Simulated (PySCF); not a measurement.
C3H7Si, SMILES C1C[SiH]C1, multiplicity 2.

Coordinates come from a PBE0-D3(BJ)/def2-SVP optimisation. The isomer is the one that the SMILES or the coordinates give; other isomers of the formula were not compared.

Computed with PBE/def2-TZVP (PySCF).

| Quantity | Value |
|---|---|
| total energy | -407.68918 hartree |
| point group | Cs |
| α spin, highest occupied and lowest empty level | -4.57 and -0.49 eV |
| β spin, highest occupied and lowest empty level | -6.81 and -3.04 eV |
| dipole moment | 0.94 D |
| quadrupole, principal values (traceless, Buckingham form, about the centre of nuclear charge) | -1.94, 0.81, 1.13 D·Å |
| mean static polarisability | 65.6 bohr³ (9.73 Å³) |
| polarisability, principal values | 56.6, 63.9, 76.4 bohr³ |
| ⟨S²⟩ | 0.752 (pure state 0.75) |
